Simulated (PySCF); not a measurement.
C3HF6 (doublet state).
Numbering: `[F:1][CH:2][C:3]([F:4])([F:5])[C:6]([F:7])([F:8])[F:9]` (hydrogens: H10 on C2)

The calculation used PBE0-D3(BJ)/def2-SVP geometry optimisation, gas phase in PySCF 2.14.0.

Task: What internal coordinates does the optimisation give?

Result: 
```json
{"bond": "F1–C2", "length (Å)": "1.315"}
{"bond": "C2–C3", "length (Å)": "1.485"}
{"bond": "C3–F4", "length (Å)": "1.358"}
{"bond": "C3–F5", "length (Å)": "1.342"}
{"bond": "C3–C6", "length (Å)": "1.540"}
{"bond": "C6–F7", "length (Å)": "1.332"}
{"bond": "C6–F8, C6–F9", "length (Å)": "1.323"}
{"bond": "C2–H10", "length (Å)": "1.092"}
```

Bonds in one row agree within 0.01 Å and their mean is given. A selection of angles:
```json
{"angle": "F1–C2–C3", "degrees": "115.7"}
{"angle": "C2–C3–F4", "degrees": "111.7"}
{"angle": "C2–C3–F5", "degrees": "110.2"}
{"angle": "C2–C3–C6", "degrees": "112.0"}
{"angle": "F4–C3–F5", "degrees": "107.5"}
{"angle": "F4–C3–C6", "degrees": "106.9"}
{"angle": "C3–C6–F7", "degrees": "109.6"}
{"angle": "C3–C6–F8", "degrees": "110.6"}
{"angle": "F7–C6–F8", "degrees": "108.9"}
```

Dihedral angles: F1–C2–C3–F4 79° (synclinal); C2–C3–C6–F7 -56° (synclinal). The mirror-image conformer, all signs reversed, is as good.

The C–C distances run from 1.485 Å (C2–C3, drawn single) to 1.540 Å (C3–C6, drawn single), a spread of 0.055 Å. The 6 C–F bonds span 1.315 Å (F1–C2, drawn single) to 1.358 Å (C3–F4, drawn single), a spread of 0.043 Å. C2 (carbon bonded to C, F and H) has angles 122.7°, 116.7° and 115.7°, sum 355.2°, 0.16 Å off the plane of its three neighbours. Of the pairs four or more bonds apart, F7···H10 is among the closest relative to their van der Waals radii: 2.64 Å, 99 % of the sum of Bondi's values.

Point group: C1 (no symmetry element, even within 0.4 Å). PBE0-D3(BJ)/def2-SVP frequencies: not computed here. ⟨S²⟩ = 0.754 (exact for a doublet: 0.75).
